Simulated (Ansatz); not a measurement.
Relaxation of C₂H₈Sn (11 atoms, charge 0, multiplicity 1), to a largest force component of 0.03 eV/Å in at most 50 steps.

These are results of RKS BLYP/def2-SVP (Ansatz), not measurements.

```xyz
11
Properties=species:S:1:pos:R:3:forces:R:3
Sn 0.199 -0.635 -0.223 0.02 -0.11 -0.03
H -0.244 -2.273 -0.280 -1.43 -0.62 0.66
H 1.415 -1.502 -1.031 1.40 0.70 -0.63
C 0.736 0.126 1.761 -0.01 0.02 -0.01
C -0.996 0.714 -1.471 0.01 0.02 0.02
H 1.172 -0.701 2.353 0.01 0.00 0.00
H 1.477 0.941 1.664 0.00 0.00 0.00
H -0.165 0.510 2.274 0.00 -0.01 0.00
H -1.824 1.143 -0.875 0.00 -0.01 0.00
H -0.359 1.534 -1.853 -0.01 0.00 0.00
H -1.411 0.142 -2.321 0.00 0.00 0.00
```

Q: Where does it end, and by what steps?

A: The run converged. After 5 steps the energy has fallen by 0.733 eV; H2 moved furthest, 0.55 Å.

```csv
step,energy less start (eV),largest force component (eV/Å),accepted
0,0.0000,1.434,yes
1,-0.4794,0.639,yes
2,-0.6536,0.697,yes
3,-0.7144,0.286,yes
4,-0.7292,0.097,yes
5,-0.7335,0.011,yes
```

```xyz
11
Properties=species:S:1:pos:R:3
Sn 0.215 -0.770 -0.256
H -0.721 -2.222 -0.015
H 1.672 -1.194 -1.116
C 0.742 0.091 1.698
C -0.951 0.662 -1.449
H 1.255 -0.670 2.317
H 1.415 0.958 1.559
H -0.175 0.425 2.221
H -1.824 1.013 -0.866
H -0.321 1.532 -1.715
H -1.307 0.175 -2.377
```

Time of the run: 11 s on 2 threads of Arm Neoverse V1 (shared host), peak memory 0.13 GiB.
